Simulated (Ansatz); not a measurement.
Basis-set extrapolation for C2H6Cl2Si, SMILES `ClC[SiH2]CCl` (PBE0-D4/def2-TZVP geometry, frozen core, the Gaussian-basis code of Ansatz). Multiplicity 1, RHF reference.

```json
{"": "HF", "def2-TZVPP": "-1287.232244", "def2-QZVPP": "-1287.270451"}
{"": "MP2 correlation", "def2-TZVPP": "-0.851094", "def2-QZVPP": "-0.922114"}
{"": "CCSD(T) correlation", "def2-TZVPP": "-0.957559", "def2-QZVPP": "not run"}
```

Energies in hartree. Use E(X) = E(∞) + A·exp(−7.88·√X) for Hartree–Fock and E(X) = E(∞) + B·X^(−2.97) for correlation, with X = 3 and 4, and add CCSD(T) minus MP2 of the smaller set to the MP2 limit.

Q: What is the CCSD(T) energy at the basis-set limit?

A: HF limit: -1287.270451 + (-0.038207) × 0.13774 = -1287.27571. MP2 limit: -0.922114 + (-0.071020) × 0.74074 = -0.97472. Higher-order term: -0.957559 − (-0.851094) = -0.10647. Total: -1288.35690 hartree, 4.55 eV below CCSD(T)/def2-TZVPP.
